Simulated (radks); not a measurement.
Values are calculated unless marked as measured or tabulated.
Question: The sulfur ion S12+ is in [He] 2s2. Level of theory: Dirac Kohn-Sham, BLYP, spin-unpolarised, spherical densities, finite nucleus; Fermi nuclear charge, rms radius of each element as measured or else 0.836 A^(1/3) + 0.57 fm (a radial shooting solver on a logarithmic mesh with Libxc functionals). Sub-shells are occupied by j as written (lower j first in brackets). One electron is removed from 1s1/2, 2s1/2 in turn, with full relaxation. Which removal costs least, and what does each cost?

Answer: 2s1/2 653.31 eV; 1s1/2 3081.9 eV. The 2s1/2 electron leaves first.
